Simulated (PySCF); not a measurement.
# Electron correlation in Br²⁺ (bromine, charge +2)

[Ar] 3d10 4s2 4p3, high-spin 4S determinant. All numbers are calculated (PySCF 2.14, no relativity, point nucleus, in def2-TZVP). Frozen: [Ar] 3d10; 5 electrons correlated.

MP2 pair energies summed by pair of shells (mhartree):

```tsv
pair	energy	share (%)
4s-4p	-53.28	67.0
4p-4p	-17.63	22.2
4s-4s	-8.62	10.8
```

Total MP2 correlation energy: -79.53 mhartree.

Same-spin part -20.63 and opposite-spin part -58.91 mhartree; SCS-MP2 scales them by 1/3 and 6/5 to -77.57 mhartree.

| level | correlation energy (mhartree) |
| --- | --- |
| CCSD | -94.80 |
| (T) | -2.45 |
| CCSD(T) | -97.25 |

Diagnostics: T1 = 0.0017, D1 = 0.0033, largest double amplitude 0.052.

Cost of the coupled-cluster step: 0.79 s of wall time on 1 thread of Intel(R) Xeon(R) Platinum 8259CL CPU @ 2.50GHz (shared host), for 5 correlated electrons.
